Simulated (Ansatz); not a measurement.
GeH2O (SMILES [OH][GeH]) moved off its minimum; all values from Ansatz (an electronic-structure program), cores frozen in correlated methods.
(charge 0, multiplicity 1)
```xyz
4

Ge    -0.24752    -0.13924     0.17753
H     -1.37717    -0.13642    -0.82656
O      1.01236     0.77754    -0.61301
H      0.82139     1.10316    -1.59007
```

| level | largest force (eV/Å) | on atom | rms difference from CCSD(T)/aug-cc-pVTZ (eV/Å) | dipole (D) |
|---|---|---|---|---|
| HF/def2-TZVPP | 5.19 | O3 | 0.593 | 1.98 |
| PBE/def2-TZVPP | 4.03 | O3 | 0.203 | 1.63 |
| r2SCAN/def2-TZVPP | 4.08 | O3 | 0.097 | 1.73 |
| B3LYP/def2-TZVPP | 4.31 | O3 | 0.048 | 1.63 |
| wB97M-V/def2-TZVPP | 4.28 | O3 | 0.110 | 1.70 |
| MP2/aug-cc-pVTZ | 4.22 | O3 | 0.043 | 1.81 |
| CCSD(T)/aug-cc-pVTZ | 4.24 | O3 | 0.000 | 1.77 |

The differences count from one level among others, with limits of its own. Forces at CCSD(T)/aug-cc-pVTZ (eV/Å):

| atom | Fx | Fy | Fz |
|---|---|---|---|
| Ge1 | 0.302 | -0.900 | 2.244 |
| H2 | -1.037 | 0.194 | -1.385 |
| O3 | 0.165 | 1.675 | -3.886 |
| H4 | 0.569 | -0.969 | 3.027 |

Doubts at one or more of the structures used: a restricted determinant that unrestricted orbitals would lower (MP2/aug-cc-pVTZ, CCSD(T)/aug-cc-pVTZ).
